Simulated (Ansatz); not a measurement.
Reaction (ligand exchange at the Si–Br bond): `BO[SiH](C)Br` + H–F → `BO[SiH](C)F` + HBr

Program: Ansatz. Geometries: PBE0-D4/def2-TZVP. ΔE: electronic, gas phase. CCSD(T)/CBS adds triple-zeta CCSD(T) − MP2 to the extrapolated MP2 energy (def2 sets, frozen cores). This one scheme is used for every species. DFT in def2-TZVPP. B3LYP here is the variant with VWN-RPA as its local correlation; programs differ in this. For Br outer-core shells are correlated without core-valence functions, which leaves a few kJ/mol of doubt a bond. Scalar relativity is left out up to krypton. One conformer a species, not always the lowest.

CCSD(T)/CBS gives -0.47 eV.

Q: Another level gave -0.55 eV. Which?
A. MP2/def2-TZVPP
B. ωB97X-V/def2-TZVPP
C. B3LYP/def2-TZVPP
D. B2PLYP/def2-TZVPP

A: B. ωB97X-V -0.55, MP2/def2-TZVPP -0.46, B2PLYP -0.59, B3LYP -0.64 eV.

Largest T1 diagnostic among the species: 0.012.

The D4 term adds +0.09 eV with B3LYP and +0.05 eV with PBE0; it sums over pairs of atoms, weighted by their polarisabilities, and B3LYP, whose exchange is more repulsive, gets the larger term. In def2-TZVPP, CCSD(T) changes the Hartree–Fock value by +0.15 eV (the triples alone add +0.03 eV) and MP2 by +0.23 eV.
